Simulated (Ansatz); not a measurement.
Program: Ansatz. Geometries: PBE0-D4/def2-TZVP. ΔE: electronic, gas phase. CCSD(T)/CBS is the MP2 limit (def2-TZVPP, def2-QZVPP) plus CCSD(T) − MP2 in def2-TZVPP, frozen cores. This one scheme is used for every species. DFT in def2-TZVPP. One conformer a species, not always the lowest.

Reaction (formal hydrolysis of the Si–Cl bond): `Cl[SiH2]S[SiH2]Cl` + H₂O → `O[SiH2]S[SiH2]Cl` + HCl

Q: Is it downhill or uphill in electronic energy at CCSD(T)/CBS, and by how much? (Best estimate.)

A: The calculation gave: Nearly level: ΔE = -0.01 eV.

Q: What do these levels give: PBE-D4, ωB97X-V, B2PLYP, PBE, MP2/def2-TZVPP, SCS-MP2/def2-QZVPP? (An estimate is asked.)

A: The calculation gave: PBE-D4 0.02, ωB97X-V -0.05, B2PLYP -0.08, PBE 0.00, MP2/def2-TZVPP -0.03, SCS-MP2/def2-QZVPP -0.03 eV.

Largest T1 diagnostic among the species: 0.011.

The D4 term adds +0.04 eV with B3LYP and +0.02 eV with PBE0; it sums over pairs of atoms, weighted by their polarisabilities, and B3LYP, whose exchange is more repulsive, gets the larger term. In def2-TZVPP, CCSD(T) changes the Hartree–Fock value by +0.05 eV (the triples alone add +0.01 eV) and MP2 by +0.09 eV.

B3LYP here is the variant with VWN-RPA as its local correlation; programs differ in this.
